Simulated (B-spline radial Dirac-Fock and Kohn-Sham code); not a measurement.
# Nd 3p3/2: cross section and angular parameters

System: the Nd atom in the configuration [Xe] 4f4 6s2; threshold 1297.0 eV (tabulated edge). Calculated with a B-spline atomic structure program, using Dirac-Hartree-Slater photoionisation with a Latter tail; cross sections with all multipoles, angular parameters from the dipole term and its interference with E2.

```csv
hν (eV),σ (kb),β,γ,δ
1450,190,0.888,0.278,0.125
2000,117,1.467,0.111,0.016
2210,98.3,1.533,0.034,0.009
2420,83.5,1.576,-0.012,0.007
2480,79.9,1.586,-0.021,0.007
2780,64.3,1.620,-0.040,0.006
3170,?,?,?,?
4000,30.5,1.661,0.093,0.010
5040,18.2,1.652,0.291,0.015
5414.7,15.4,1.645,0.367,0.017
7470,7.03,1.591,0.755,0.028
8400,5.22,1.565,0.911,0.034
13300,1.53,1.431,1.573,0.069
```

**Question.** Give the values at 3170 eV.

**Answer.** σ = 49.6 kb, β = 1.645, γ = -0.022, δ = 0.007.
